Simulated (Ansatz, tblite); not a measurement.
Removing and adding an electron: GeH(NMe2)3 (C6H19GeN3). Total charge 0; singlet. Geometry: PBE-D4/def2-SVP. Ansatz, gas phase; energy differences of separate SCF runs; the oxidised species was run as a doublet alone; the reduced species was run as a doublet alone.

Cartesian coordinates in Å:
```
Ge -0.6200 0.3109 -0.3190
H -1.7408 1.1352 -1.0209
N -0.1172 1.3080 1.1626
C 0.9849 0.8529 1.9847
C -0.3279 2.7385 1.1842
H 1.9721 1.2901 1.6850
H 1.0732 -0.2513 1.9317
H 0.8240 1.1239 3.0554
H -1.1762 3.0194 0.5266
H -0.5775 3.0907 2.2138
H 0.5652 3.3283 0.8511
N 0.6383 -0.0485 -1.6343
C 1.8497 -0.7623 -1.2871
C 0.7716 0.8363 -2.7706
H 2.1921 -1.4038 -2.1338
H 1.6674 -1.4272 -0.4185
H 2.7043 -0.0858 -1.0273
H -0.1868 1.3557 -2.9771
H 1.5584 1.6235 -2.6362
H 1.0435 0.2667 -3.6915
N -0.9990 -1.3544 0.3831
C -1.1534 -2.4962 -0.4948
C -1.6993 -1.4728 1.6454
H -0.7081 -3.4144 -0.0426
H -0.6410 -2.3075 -1.4590
H -2.2259 -2.7329 -0.7156
H -1.5861 -0.5397 2.2321
H -2.7948 -1.6687 1.5181
H -1.2908 -2.3145 2.2542
```

The xTB rows come from tblite. HSE06 is defined as in plane-wave codes, on full-range PBE exchange. Single mean-field runs in def2-TZVP are fitted with def2-universal-jkfit.

| level | −HOMO (eV) | vertical IE (eV) | −LUMO (eV) | vertical EA (eV) | HOMO–LUMO gap (eV) | IE − EA (eV) | remarks |
| --- | --- | --- | --- | --- | --- | --- | --- |
| GFN1-xTB | 9.64 | 12.08 | 4.77 | 2.44 | 4.87 | 9.63 | – |
| GFN2-xTB | 9.04 | 11.51 | 3.61 | 1.11 | 5.43 | 10.41 | – |
| PBE-D4/def2-TZVP | 4.50 | – | -0.03 | -1.55 | 4.53 | – | HOMO above zero (-1 doublet) |
| PBE0-D4/def2-TZVP | 5.77 | 7.34 | -0.81 | -1.90 | 6.59 | 9.23 | HOMO above zero (-1 doublet) |
| HSE06-D4/def2-TZVP | 5.38 | 7.31 | -0.44 | -1.84 | 5.82 | 9.15 | HOMO above zero (-1 doublet) |

Relaxing the reduced species (PBE-D4/def2-SVP) changes its energy by -0.83 eV at PBE-D4/def2-TZVP, so the adiabatic electron affinity to this nearest minimum is -0.73 eV. At PBE0-D4/def2-TZVP it is -1.08 eV. The highest occupied level of the relaxed charge -1 doublet lies above zero (up to 1.37 eV). By energy differences, losing it releases 0.73 eV (each at its own geometry, to the charge 0 singlet, at PBE-D4/def2-TZVP).  Run but left out: PBE-D4/def2-TZVP (charge +1 doublet: an occupied level 0.06 eV above an empty one).   A HOMO above zero means that the electron is unbound at that level or that self-interaction error raises the level; the energy of removing that electron tells which. Raw xTB energy differences between charge states are shifted by several eV; the methods need an empirical correction for them. Sets without diffuse functions give affinities that are too small. A negative affinity means that the extra electron isn't bound; its size then hangs on the basis.
